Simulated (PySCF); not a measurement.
# H₂WN + NH₃ → WH₅ + N₂

Level: PBE0 in the def2-TZVP basis family, computed in PySCF with density fitting; scalar-relativistic core potentials for atoms from Rb on, none lighter, no spin–orbit coupling; open shells unrestricted.

```
species                                                                                                                                                 state and structure      E (Eh)  ZPE (kJ/mol)  H(298 K) − H(0) (kJ/mol)  S° (J/(mol K))
   H₂WN                                                                                          doublet, Cs, W–H 1.710 Å (×2), W–N 1.650 Å; H–W–H 113.6°, H–W–N 97.8° (×2)  -122.91068          43.2                      10.9           271.1
    NH₃                                                                                                                   singlet, C3v, N–H 1.013 Å (×3); H–N–H 107.1° (×3)   -56.51312          90.6                      10.0           192.4
    WH₅  doublet, Cs, W–H 1.671 Å (×2), W–H 1.697 Å (×2), W–H 1.723 Å; H–W–H 60.3°, H–W–H 71.0° (×2), H–W–H 112.5°, H–W–H 114.9° (×2), H–W–H 115.5° (×2), H–W–H 120.6° (×2)   -69.94838          92.6                      12.1           266.6
     N₂                                                                                                                                           singlet, D∞h, N–N 1.089 Å  -109.44629          14.9                       8.7           191.4
```

Question: What is the electronic reaction energy?

Answer: At PBE0/def2-TZVP, ΔE = 76.5 kJ/mol from the differences of the total energies times 2625.5, uphill. 

Question: Add zero-point, thermal and entropy terms for 298.15 K and 1 bar.

Answer: ΔZPE = -26.3 and Δ[H(298) − H(0)] = -0.1 kJ/mol give ΔH° = 50.1 kJ/mol. ΔS° = -5.5 J/(mol K), so ΔG° = 50.1 − 298.15 × (-0.0055) = 52 kJ/mol and log₁₀K = -9.1.

Spin–orbit coupling can matter for H₂WN, WH₅ and is left out. Open d or f shells are single determinants, so the state found may not be the ground state. Each species is the lowest minimum found with this bonding; other isomers or fragments can lie lower.
